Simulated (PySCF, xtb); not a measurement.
VF₅, SMILES [F][V]([F])([F])([F])[F], multiplicity 1.

Harmonic wavenumbers (cm⁻¹) from GFN2-xTB run with xtb 6.7.1 at its own minimum, in rising order: 121, 121, 304, 304, 354, 361, 361, 448, 564, 605, 606, 689.

What does B3LYP-D3(BJ)/def2-SVP (PySCF) give at its own minimum? (An estimate is asked for; the answer gives what the named calculation found.)

115, 116, 288, 288, 346, 354, 355, 626, 747, 785, 836, 836. Paired by order, the mean absolute difference is 82 cm⁻¹ and the zero-point energies are 6.9 and 8.1 kcal/mol.
